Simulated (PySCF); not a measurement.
Ligand exchange on a metal centre used in film growth or etching (Hf H-SH). Gas-phase values, no solvent. One relaxed conformer stands for each flexible species; it need not be the lowest.

The charge on the central atom (Mulliken) from two functionals at the same geometries (BP86-D3(BJ)/def2-SVP), both in PySCF: PBE-D3(BJ)/def2-TZVP and B3LYP-D3(BJ)/def2-TZVP. B3LYP has the VWN-RPA correlation part, as in Gaussian. 

```json
[
 {"species": "0 of 4 H replaced by SH ([Hf(H)4])", "PBE-D3(BJ)/def2-TZVP (e)": "0.69"},
 {"species": "1 of 4 H replaced by SH ([Hf(H)3(SH)])", "PBE-D3(BJ)/def2-TZVP (e)": "0.69"},
 {"species": "2 of 4 H replaced by SH ([Hf(H)2(SH)2])", "PBE-D3(BJ)/def2-TZVP (e)": "0.74"},
 {"species": "4 of 4 H replaced by SH", "PBE-D3(BJ)/def2-TZVP (e)": "0.84"}
]
```

Task: What does B3LYP-D3(BJ)/def2-TZVP give for each?

Result: 
- 0 of 4 H replaced by SH ([Hf(H)4]): 0.82
- 1 of 4 H replaced by SH ([Hf(H)3(SH)]): 0.82
- 2 of 4 H replaced by SH ([Hf(H)2(SH)2]): 0.86
- 4 of 4 H replaced by SH: 0.96
Over these rows, drawn at random from the members with no instability flagged (it was tested for open shells, ions and some series alone), PBE minus B3LYP-D3(BJ): mean -0.12 e, from -0.13 e to -0.12 e.
